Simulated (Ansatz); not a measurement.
Reactions of Cl$_{2}$HNbO$_{2}$ (`[O]=[Nb]([OH])([Cl])[Cl]`).

Computed with Ansatz on PBE0-D4/def2-TZVP structures; ΔE is electronic, products minus reactants. CCSD(T)/CBS is the MP2 limit (def2-TZVPP, def2-QZVPP) plus CCSD(T) − MP2 in def2-TZVPP, frozen cores. This one scheme is used for every species. Functionals use def2-TZVPP. Elements past krypton have def2 core potentials. For Nb outer-core shells are correlated without core-valence functions, which leaves a few kJ/mol of doubt a bond. Each species was taken in one conformer, which may not be the lowest.

```csv
reaction,ωB97M-V (kJ/mol),CCSD/CBS(def2) (kJ/mol),CCSD(T)/CBS(def2) (kJ/mol)
`[O]=[Nb]([OH])([Cl])[Cl]` + H₂O → `[O]=[Nb]([OH])([OH])[Cl]` + HCl,20,25,27
`[O]=[Nb]([OH])([Cl])[Cl]` + NH₃ → `[NH2][Nb](=[O])([Cl])[Cl]` + H₂O,38,32,31
`[O]=[Nb]([OH])([Cl])[Cl]` + NH₃ → `[NH2][Nb](=[O])([OH])[Cl]` + HCl,75,74,76
`[O]=[Nb]([OH])([Cl])[Cl]` + H–F → `[O]=[Nb]([OH])([F])[Cl]` + HCl,-13,-4,0
`[O]=[Nb]([OH])([Cl])[Cl]` + HCl → `[O]=[Nb]([Cl])([Cl])[Cl]` + H₂O,-10,-16,-18
`[O]=[Nb]([OH])([Cl])[Cl]` + H–F → `[O]=[Nb]([F])([Cl])[Cl]` + H₂O,-24,-19,-18
```

Largest T1 diagnostic: 0.022, for `[O]=[Nb]([OH])([OH])[Cl]`.
